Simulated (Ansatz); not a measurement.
Reaction (ligand exchange at a Ge–C bond): `[AlH2][CH2][GeH3]` + `O[SiH](Cl)Cl` → `Cl[SiH](Cl)[O][GeH3]` + `[CH3][AlH2]`

Isolated molecules relaxed with PBE0-D4/def2-TZVP in Ansatz; ΔE leaves out vibrations. CCSD(T)/CBS adds triple-zeta CCSD(T) − MP2 to the extrapolated MP2 energy (def2 sets, frozen cores). This one scheme is used for every species. DFT in def2-TZVPP. B3LYP here is the variant with VWN-RPA as its local correlation; programs differ in this. HSE06 is defined as in plane-wave codes. For Ge outer-core shells are correlated without core-valence functions, which leaves a few kJ/mol of doubt a bond. Scalar relativity is left out up to krypton. One conformer a species, not always the lowest.

CCSD(T)/CBS gives -0.45 eV.

**Question.** Another level gave -0.40 eV. Which?
A. HSE06/def2-TZVPP
B. B3LYP-D4/def2-TZVPP
C. ωB97M-V/def2-TZVPP
D. HF/def2-TZVPP

**Answer.** A. HSE06 -0.40, ωB97M-V -0.49, B3LYP-D4 -0.55, HF/def2-TZVPP -0.66 eV.

Largest T1 diagnostic among the species: 0.011.

In def2-TZVPP, CCSD(T) changes the Hartree–Fock value by +0.18 eV (the triples alone add +0.02 eV) and MP2 by +0.19 eV. The D4 term adds −0.03 eV with B3LYP and −0.02 eV with PBE0; it sums over pairs of atoms, weighted by their polarisabilities, and B3LYP, whose exchange is more repulsive, gets the larger term.
